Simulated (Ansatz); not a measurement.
Ansatz (a quantum-chemistry and plane-wave program) input (CCSD(T)/aug-cc-pV(D+d)Z):
A basis named .json is the Basis Set Exchange file of that set.

Ansatz 0.2 input:
```yaml
crystal:
  periodic: [false, false, false]
  atoms:
    - {symbol: C, position_ang: [-0.94484645, 1.46338688, -0.75687819]}
    - {symbol: Si, position_ang: [-0.07326090, 0.13989114, -0.02198886]}
    - {symbol: C, position_ang: [1.60046160, -0.22417886, -0.85551338]}
    - {symbol: C, position_ang: [-1.07124144, -1.48108941, 0.04952356]}
    - {symbol: F, position_ang: [0.44154816, 0.19926901, 1.58021051]}
    - {symbol: H, position_ang: [-2.00289937, 1.62209649, -0.55432381]}
    - {symbol: H, position_ang: [-0.42813579, 2.36294865, -1.08777352]}
    - {symbol: H, position_ang: [2.20892137, -0.91794651, -0.26630253]}
    - {symbol: H, position_ang: [1.45737336, -0.64772011, -1.85278815]}
    - {symbol: H, position_ang: [2.16989651, 0.70356505, -0.97051552]}
    - {symbol: H, position_ang: [-1.20756575, -1.90144855, -0.95004249]}
    - {symbol: H, position_ang: [-2.06586564, -1.28916171, 0.46434499]}
    - {symbol: H, position_ang: [-0.58624778, -2.23294205, 0.68055843]}
basis:
  gaussian:
    orbitals: aug-cc-pV_D+d_Z.json
total_charge: -1
magnetization: {spin_polarized: false}
correlation: {method: ccsd_t, electrons: outside_noble_gas}
output: {forces: true}
```

End of the output:

```
1.14 GiB of device memory are held for the factors and their scratch space
mean field: 1.14 GiB planned
mean field evaluation 1: about -13784.2318 eV, gradient 3.8e1 eV
mean field evaluation 2: about -13784.2619 eV, gradient 3.8e1 eV
mean field evaluation 4: about -13788.3098 eV, gradient 3.9e0 eV
mean field evaluation 8: about -13788.3765 eV, gradient 2.8e-1 eV
mean field evaluation 16: about -13787.5456 eV, gradient 1.6e1 eV
mean field -13788.37707406 eV, -506.7135113740 hartree, gradient 4.9e-6 eV, S^2 0.000000; 0 other end points of the search recorded, 0 dependent functions left out
9 core orbitals not correlated
reference -13788.37707406 eV, -506.7135113740 hartree; 16, 16 occupied and 171, 171 virtual orbitals, 1941 factors
densities: 7.20 GiB planned
second order -21.36974110 eV of doubles, -0.00000000 eV of singles
coupled cluster: 5.34 GiB planned
cycle   1  -22.17839741 eV  change   -8.1e-1 eV  update   1.1e-1
cycle   2  -22.68538556 eV  change   -5.1e-1 eV  update   3.2e-2
cycle   3  -22.82003101 eV  change   -1.3e-1 eV  update   1.7e-2
cycle   4  -22.82089943 eV  change   -8.7e-4 eV  update   4.2e-3
cycle   5  -22.81839128 eV  change    2.5e-3 eV  update   2.2e-3
cycle   6  -22.81821632 eV  change    1.7e-4 eV  update   8.6e-4
cycle   7  -22.81825722 eV  change   -4.1e-5 eV  update   4.4e-4
cycle   8  -22.81820434 eV  change    5.3e-5 eV  update   1.9e-4
cycle   9  -22.81819079 eV  change    1.4e-5 eV  update   7.4e-5
cycle  10  -22.81822712 eV  change   -3.6e-5 eV  update   3.4e-5
cycle  11  -22.81820277 eV  change    2.4e-5 eV  update   1.6e-5
cycle  12  -22.81819438 eV  change    8.4e-6 eV  update   8.4e-6
cycle  13  -22.81819703 eV  change   -2.7e-6 eV  update   4.3e-6
cycle  14  -22.81819747 eV  change   -4.4e-7 eV  update   2.1e-6
perturbative correction -0.75140183 eV, -0.0276135079 hartree
the calculation of the forces begins
1.14 GiB of device memory are held for the factors and their scratch space
Total energy: -13811.94667336 eV, -507.5796781722 hartree
Atom 0 at    -0.944846     1.463387    -0.756878 Å, force    -0.111343     0.085532    -0.209902 eV/Å
Atom 1 at    -0.073261     0.139891    -0.021989 Å, force     0.120160    -0.470496    -0.298705 eV/Å
Atom 2 at     1.600462    -0.224179    -0.855513 Å, force    -0.309783     0.069369     0.183531 eV/Å
Atom 3 at    -1.071241    -1.481089     0.049524 Å, force     0.198151     0.308328     0.011468 eV/Å
Atom 4 at     0.441548     0.199269     1.580211 Å, force     0.207298     0.021450     0.641740 eV/Å
Atom 5 at    -2.002899     1.622096    -0.554324 Å, force    -0.542826     0.064243     0.091043 eV/Å
Atom 6 at    -0.428136     2.362949    -1.087774 Å, force     0.270665     0.446952    -0.184526 eV/Å
Atom 7 at     2.208921    -0.917947    -0.266303 Å, force     0.263983    -0.312809     0.270996 eV/Å
Atom 8 at     1.457373    -0.647720    -1.852788 Å, force    -0.062016    -0.190206    -0.460075 eV/Å
Atom 9 at     2.169897     0.703565    -0.970516 Å, force     0.268739     0.422329    -0.059297 eV/Å
Atom 10 at    -1.207566    -1.901449    -0.950042 Å, force    -0.068529    -0.193270    -0.457869 eV/Å
Atom 11 at    -2.065866    -1.289162     0.464345 Å, force    -0.461027     0.079009     0.187911 eV/Å
Atom 12 at    -0.586248    -2.232942     0.680558 Å, force     0.226528    -0.330430     0.283684 eV/Å
Dipole moment:     0.371264    -0.677225     0.155459 e Å
```

It need not be the lowest isomer of its formula. Whether it binds its extra electron was not tested at this geometry.
